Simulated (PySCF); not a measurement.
Excitations are Tamm–Dancoff values on a coarser integration grid. The basis has no diffuse functions, so Rydberg states are missing or too high.

Cartesian coordinates (Å):
```xyz
6

N     -1.0487    -0.0349    -0.0376
In     0.9614     0.0312     0.0349
H     -1.6441     0.7774    -0.0682
H     -1.5916    -0.8836    -0.0497
H      1.6095     1.6115     0.0419
H      1.7134    -1.5017     0.0788
```
Charge 0, spin multiplicity 1.

### Question
Predict the HOMO, T1 excitation (TDA) and dipole moment from r2SCAN-D4/def2-TZVP in PySCF.

### Answer

```json
{
  "HOMO": "-5.85 eV",
  "T1 excitation (TDA)": "3.77 eV",
  "dipole_moment": "0.50 D"
}
```
